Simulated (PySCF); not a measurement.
PySCF input file for Si(H)(Cl)3 cation (Cl3HSi), SMILES Cl[SiH](Cl)Cl (connectivity only; charge and spin as stated), charge +1, multiplicity 2, IEF-PCM-B3LYP/def2-SVP. Coordinates come from a r2SCAN-D4/def2-SVP optimisation. The spin state was assumed, not searched. The isomer is the one that the SMILES or the coordinates give; other isomers of the formula were not compared.

```python
import numpy as np
from pyscf import gto, scf, dft
from pyscf.solvent import pcm

mol = gto.M(
    atom='''
    Si   -0.00000000    0.00000000    0.22927918
    Cl   -1.71814878   -0.99197366   -0.09879155
    Cl    0.00000000    1.98394732   -0.09879155
    Cl    1.71814878   -0.99197366   -0.09879155
    H     0.00000000   -0.00000000    1.82846048
    ''',
    basis='def2-SVP',
    charge=1,
    spin=1,
    max_memory=1600,
    verbose=3,
)
mf = dft.UKS(mol, xc='b3lyp').density_fit(auxbasis='def2-universal-jkfit')
mf.grids.level = 3
mf.conv_tol = 1e-9
mf.max_cycle = 100
mf.kernel()
fine, coarse = mf.grids, dft.Grids(mol).set(level=1).build(with_non0tab=True)
for _ in range(3):  # follow internal instabilities
    mf.grids = coarse
    mo, _, stable, _ = mf.stability(return_status=True, nroots=4)
    mf.grids = fine
    if stable:
        break
    mf.kernel(mf.make_rdm1(mo, mf.mo_occ))
res = {}
for name, eps in {'water': 78.355, 'acetonitrile': 35.688, '2-propanol': 19.264}.items():
    s = mf.PCM()
    s.with_solvent.method, s.with_solvent.eps, s.with_solvent.lebedev_order = 'IEF-PCM', eps, 29
    s.kernel(mf.make_rdm1())
    res[name] = (s.e_tot, eps, s.dip_moment(), s.mo_energy, s.converged)
    print(f'{name}: electrostatic solvation free energy {(s.e_tot - mf.e_tot) * 627.509474:.3f} kcal/mol')
```

Program output:

```

WARN: HOMO -0.319501550966496 >= LUMO -0.319501550966498

converged SCF energy = -1669.95757354031  <S^2> = 0.75624668  2S+1 = 2.006237
<class 'pyscf.df.df_jk.DFUKS'> wavefunction is stable in the internal stability analysis

WARN: PCM is an experimental feature. It is still in testing.
Features and APIs may be changed in the future.

converged SCF energy = -1670.04808459872  <S^2> = 0.75613883  2S+1 = 2.0061294

WARN: System has nonzero charge 1; the dipole moment is origin-dependent.
Location of origin: [0. 0. 0.]

Dipole moment(X, Y, Z, Debye): -0.00000, -0.00093,  1.85902
water: electrostatic solvation free energy -56.797 kcal/mol

WARN: PCM is an experimental feature. It is still in testing.
Features and APIs may be changed in the future.

converged SCF energy = -1670.04662675952  <S^2> = 0.75614356  2S+1 = 2.0061342

WARN: System has nonzero charge 1; the dipole moment is origin-dependent.
Location of origin: [0. 0. 0.]

Dipole moment(X, Y, Z, Debye):  0.00000, -0.00124,  1.84138
acetonitrile: electrostatic solvation free energy -55.882 kcal/mol

WARN: PCM is an experimental feature. It is still in testing.
Features and APIs may be changed in the future.

converged SCF energy = -1670.04434912095  <S^2> = 0.75615052  2S+1 = 2.0061411

WARN: System has nonzero charge 1; the dipole moment is origin-dependent.
Location of origin: [0. 0. 0.]

Dipole moment(X, Y, Z, Debye): -0.00000, -0.00166,  1.81472
2-propanol: electrostatic solvation free energy -54.452 kcal/mol
```

The calculation finished and met its thresholds.
